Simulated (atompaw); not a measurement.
**Which change was made? (Pt, PAW (atompaw))**

* Element: platinum (Pt)
* Generator: atompaw 4.2.0.5
* Type: PAW
* Functional: PBE
* Relativity: scalar-relativistic
* Frozen core: [Xe] 4f14
* Valence charge: 10
* Reference configuration: 5d9 6s0.5 6p0.5
* Partial waves: 6s (bound): rc 3.00 bohr; 6s channel at 1.1 Ry: rc 3.00 bohr; 6p (bound): rc 3.00 bohr; 6p channel at 2.4 Ry: rc 3.00 bohr; 5d (bound): rc 1.75 bohr; 5d channel at 2 Ry: rc 3.00 bohr
* Local potential: troulliermartins scheme with l = 3 at 0 Ry, radius 2.85 bohr
* Core correction: smooth core density matched at 2.40 bohr
* Augmentation charge: besselshape compensation charge, radius 2.45 bohr; PAW radius 3.00 bohr; waves and projectors: custom polynom2 7 10 vanderbiltortho

Cutoffs, loose and tight: the cutoffs (Ry, on a coarse ladder) from which the occupation-weighted sum of valence levels, in a spherical-Bessel basis at the reference potential, stays within 10 and 1 mRy of its value at 400 Ry. They see the waves, projectors and local potential, not the compensation charge or the core.

The base gives: outcome: generated; cutoff, loose: 30 Ry; cutoff, tight: 180 Ry; bound ghosts: none.

Problem. After one change the result is: outcome: failed: atompaw: The overlap operator has at least one negative eigenvalue!. Which change was it?
A. all radii scaled by about 1.21 (s 3.62, p 3.62, d 2.12 bohr); local potential troulliermartins scheme with l = 3 at 0 Ry, radius 3.44 bohr; augmentation besselshape compensation charge, radius 2.96 bohr; PAW radius 3.62 bohr; waves and projectors: custom polynom2 7 10 vanderbiltortho; core correction smooth core density matched at 2.90 bohr
B. wave 5d channel at 2 Ry: rc 3.00 bohr becomes 5d channel at -0.41 Ry: rc 3.00 bohr
C. augmentation besselshape compensation charge, radius 2.45 bohr; PAW radius 3.00 bohr; waves and projectors: custom rrkj gramschmidtortho

Solution. B. The others give: all radii scaled by about 1.21 (s 3.62, p 3.62, d 2.12 bohr); local potential troulliermartins scheme with l = 3 at 0 Ry, radius 3.44 bohr; augmentation besselshape compensation charge, radius 2.96 bohr; PAW radius 3.62 bohr; waves and projectors: custom polynom2 7 10 vanderbiltortho; core correction smooth core density matched at 2.90 bohr → outcome: generated; cutoff, loose: 21 Ry; cutoff, tight: 30 Ry; bound ghosts: none | augmentation besselshape compensation charge, radius 2.45 bohr; PAW radius 3.00 bohr; waves and projectors: custom rrkj gramschmidtortho → outcome: generated; cutoff, loose: 35 Ry; cutoff, tight: 60 Ry; bound ghosts: none.
